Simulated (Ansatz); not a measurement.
Reaction (formal loss of a carbene): `COCN[SiH3]` → `[CH2]` (triplet) + `OCN[SiH3]`

Isolated molecules relaxed with PBE0-D4/def2-TZVP in Ansatz; ΔE leaves out vibrations. CBS: MP2 limit from def2 TZ/QZ plus the TZ coupled-cluster correction, frozen cores. This one scheme is used for every species. DFT in def2-TZVPP. B3LYP here is the variant with VWN-RPA as its local correlation; programs differ in this. HSE06 is defined as in plane-wave codes. Triplets are unrestricted, without spin–orbit coupling. Each species was taken in one conformer, which may not be the lowest.

```json
{"level": "LDA (SPW92)", "ΔE (kJ/mol)": "469.7", "difference from CCSD(T)/CBS": "75.9"}
{"level": "PBE-D4", "ΔE (kJ/mol)": "402.9", "difference from CCSD(T)/CBS": "9.1"}
{"level": "revPBE-D4", "ΔE (kJ/mol)": "391.5", "difference from CCSD(T)/CBS": "-2.3"}
{"level": "BLYP-D4", "ΔE (kJ/mol)": "394.9", "difference from CCSD(T)/CBS": "1.1"}
{"level": "r2SCAN-D4", "ΔE (kJ/mol)": "374.8", "difference from CCSD(T)/CBS": "-19.0"}
{"level": "B97M-V", "ΔE (kJ/mol)": "398.2", "difference from CCSD(T)/CBS": "4.4"}
{"level": "PBE0-D4", "ΔE (kJ/mol)": "392.4", "difference from CCSD(T)/CBS": "-1.4"}
{"level": "B3LYP-D4", "ΔE (kJ/mol)": "393.0", "difference from CCSD(T)/CBS": "-0.8"}
{"level": "r2SCANh-D4", "ΔE (kJ/mol)": "372.2", "difference from CCSD(T)/CBS": "-21.6"}
{"level": "r2SCAN0-D4", "ΔE (kJ/mol)": "368.9", "difference from CCSD(T)/CBS": "-24.9"}
{"level": "HSE06-D4", "ΔE (kJ/mol)": "392.5", "difference from CCSD(T)/CBS": "-1.3"}
{"level": "BHLYP-D4", "ΔE (kJ/mol)": "380.6", "difference from CCSD(T)/CBS": "-13.2"}
{"level": "CAM-B3LYP-D4", "ΔE (kJ/mol)": "397.4", "difference from CCSD(T)/CBS": "3.6"}
{"level": "ωB97X-V", "ΔE (kJ/mol)": "409.6", "difference from CCSD(T)/CBS": "15.8"}
{"level": "ωB97M-V", "ΔE (kJ/mol)": "399.2", "difference from CCSD(T)/CBS": "5.4"}
{"level": "B2PLYP", "ΔE (kJ/mol)": "387.1", "difference from CCSD(T)/CBS": "-6.7"}
{"level": "PBE", "ΔE (kJ/mol)": "395.0", "difference from CCSD(T)/CBS": "1.2"}
{"level": "BLYP", "ΔE (kJ/mol)": "378.4", "difference from CCSD(T)/CBS": "-15.4"}
{"level": "r2SCAN", "ΔE (kJ/mol)": "372.5", "difference from CCSD(T)/CBS": "-21.3"}
{"level": "PBE0", "ΔE (kJ/mol)": "385.6", "difference from CCSD(T)/CBS": "-8.2"}
{"level": "B3LYP", "ΔE (kJ/mol)": "380.8", "difference from CCSD(T)/CBS": "-13.0"}
{"level": "r2SCANh", "ΔE (kJ/mol)": "369.9", "difference from CCSD(T)/CBS": "-23.9"}
{"level": "r2SCAN0", "ΔE (kJ/mol)": "366.3", "difference from CCSD(T)/CBS": "-27.5"}
{"level": "BHLYP", "ΔE (kJ/mol)": "371.8", "difference from CCSD(T)/CBS": "-22.0"}
{"level": "CAM-B3LYP", "ΔE (kJ/mol)": "390.6", "difference from CCSD(T)/CBS": "-3.2"}
{"level": "LC-ωPBE", "ΔE (kJ/mol)": "381.8", "difference from CCSD(T)/CBS": "-12.0"}
{"level": "RPA@PBE/def2-TZVPP", "ΔE (kJ/mol)": "383.5", "difference from CCSD(T)/CBS": "-10.3"}
{"level": "HF/def2-SVP", "ΔE (kJ/mol)": "265.2", "difference from CCSD(T)/CBS": "-128.6"}
{"level": "MP2/def2-SVP", "ΔE (kJ/mol)": "392.3", "difference from CCSD(T)/CBS": "-1.5"}
{"level": "CCSD/def2-SVP", "ΔE (kJ/mol)": "378.8", "difference from CCSD(T)/CBS": "-15.0"}
{"level": "CCSD(T)/def2-SVP", "ΔE (kJ/mol)": "388.0", "difference from CCSD(T)/CBS": "-5.8"}
{"level": "HF/def2-TZVPP", "ΔE (kJ/mol)": "252.5", "difference from CCSD(T)/CBS": "-141.3"}
{"level": "MP2/def2-TZVPP", "ΔE (kJ/mol)": "394.7", "difference from CCSD(T)/CBS": "0.9"}
{"level": "SCS-MP2/def2-TZVPP", "ΔE (kJ/mol)": "398.3", "difference from CCSD(T)/CBS": "4.5"}
{"level": "CCSD/def2-TZVPP", "ΔE (kJ/mol)": "373.8", "difference from CCSD(T)/CBS": "-20.0"}
{"level": "CCSD(T)/def2-TZVPP", "ΔE (kJ/mol)": "385.5", "difference from CCSD(T)/CBS": "-8.3"}
{"level": "MP2/def2-QZVPP", "ΔE (kJ/mol)": "399.5", "difference from CCSD(T)/CBS": "5.7"}
{"level": "HF/CBS(def2)", "ΔE (kJ/mol)": "252.4", "difference from CCSD(T)/CBS": "-141.4"}
{"level": "MP2/CBS(def2)", "ΔE (kJ/mol)": "403.0", "difference from CCSD(T)/CBS": "9.2"}
{"level": "CCSD/CBS(def2)", "ΔE (kJ/mol)": "382.1", "difference from CCSD(T)/CBS": "-11.7"}
{"level": "CCSD(T)/CBS", "ΔE (kJ/mol)": "393.8", "difference from CCSD(T)/CBS": "0"}
```

Largest T1 diagnostic among the species: 0.011.

In def2-TZVPP, CCSD(T) changes the Hartree–Fock value by +133.1 kJ/mol (the triples alone add +11.7 kJ/mol) and MP2 by +142.3 kJ/mol. At CCSD(T), def2-SVP lies −5.8 kJ/mol from the extrapolated value and def2-TZVPP −8.3 kJ/mol.

CCSD(T)/CBS has its own doubt, a few kJ/mol and more with outer-core shells, so smaller differences from it don't rank the levels.
